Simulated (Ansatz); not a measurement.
Basis-set extrapolation for CH3BOS, SMILES `B1OCS1` (PBE0-D4/def2-TZVP geometry, frozen core, Ansatz). Multiplicity 1, RHF reference.

```json
{"": "HF", "def2-TZVPP": "-536.797368", "def2-QZVPP": "-536.814954"}
{"": "MP2 correlation", "def2-TZVPP": "-0.668595", "def2-QZVPP": "-0.719696"}
{"": "CCSD(T) correlation", "def2-TZVPP": "-0.729078", "def2-QZVPP": "not run"}
```

Energies in hartree. Use E(X) = E(∞) + A·exp(−7.88·√X) for Hartree–Fock and E(X) = E(∞) + B·X^(−2.97) for correlation, with X = 3 and 4, and add CCSD(T) minus MP2 of the smaller set to the MP2 limit.

Task: What is the CCSD(T) energy at the basis-set limit?

Result: HF limit: -536.814954 + (-0.017586) × 0.13774 = -536.81738. MP2 limit: -0.719696 + (-0.051101) × 0.74074 = -0.75755. Higher-order term: -0.729078 − (-0.668595) = -0.06048. Total: -537.63541 hartree, 286.1 kJ/mol below CCSD(T)/def2-TZVPP.
